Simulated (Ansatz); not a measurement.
`[CH3][SnH]([CH3])[SiH3]` → `[CH3][Sn][CH3]` + SiH₄  (stannylene formation by 1,1-elimination)

Program: Ansatz. Geometries: PBE0-D4/def2-TZVP. ΔE: electronic, gas phase. CCSD(T)/CBS is the MP2 limit (def2-TZVPP, def2-QZVPP) plus CCSD(T) − MP2 in def2-TZVPP, frozen cores. This one scheme is used for every species. Functionals use def2-TZVPP. Elements past krypton have def2 core potentials. For Sn outer-core shells are correlated without core-valence functions, which leaves a few kJ/mol of doubt a bond.

`[CH3][SnH]([CH3])[SiH3]`:

Z-matrix (Å, degrees):
```
C
Sn 1 2.147
H 1 1.090 2 110.0
H 1 1.091 2 109.7 3 -119.8
H 1 1.090 2 110.4 3 120.2
C 2 2.147 1 108.8 3 61.9
Si 2 2.568 1 110.6 3 -59.8
H 2 1.718 1 108.6 3 179.9
H 6 1.090 2 110.0 1 -62.0
H 6 1.091 2 109.7 1 57.8
H 6 1.090 2 110.4 1 177.8
H 7 1.489 2 111.1 1 -180.0
H 7 1.489 2 110.4 1 60.3
H 7 1.489 2 111.1 1 -59.4
```

`[CH3][Sn][CH3]`:

Cartesian coordinates in Å:
```
C 0.845 1.001 0.895
Sn -0.300 1.149 -0.966
C -0.854 -0.969 -0.921
H 0.188 0.649 1.697
H 1.296 1.947 1.194
H 1.635 0.252 0.775
H -1.383 -1.186 0.013
H -1.482 -1.263 -1.762
H 0.055 -1.580 -0.924
```

SiH₄:

Cartesian coordinates in Å:
```
Si 0.000 0.000 0.000
H 0.082 -1.039 -1.057
H -1.053 -0.371 0.978
H -0.336 1.308 -0.617
H 1.308 0.103 0.696
```

```json
{"species": "`[CH3][SnH]([CH3])[SiH3]`", "r2SCAN-D4 energy (Eh)": "-586.05491"}
{"species": "`[CH3][Sn][CH3]`", "r2SCAN-D4 energy (Eh)": "-294.16161"}
{"species": "SiH₄", "r2SCAN-D4 energy (Eh)": "-291.85455"}
```

Work out ΔE.

ΔE = (-294.16161) + (-291.85455) − (-586.05491) = 0.03875 Eh = +101.7 kJ/mol. CCSD(T)/CBS gives +101.3 kJ/mol.

Largest T1 diagnostic among the species: 0.013.

In def2-TZVPP, CCSD(T) changes the Hartree–Fock value by +28.1 kJ/mol (the triples alone add +4.4 kJ/mol) and MP2 by +27.8 kJ/mol. The D4 term adds +12.2 kJ/mol with B3LYP and +7.3 kJ/mol with PBE0; it sums over pairs of atoms, weighted by their polarisabilities, and B3LYP, whose exchange is more repulsive, gets the larger term. From PBE to PBE0 (25 % exact exchange), in def2-TZVPP and without D4, ΔE moves by +11.4 kJ/mol.

B3LYP here is the variant with VWN-RPA as its local correlation; programs differ in this.
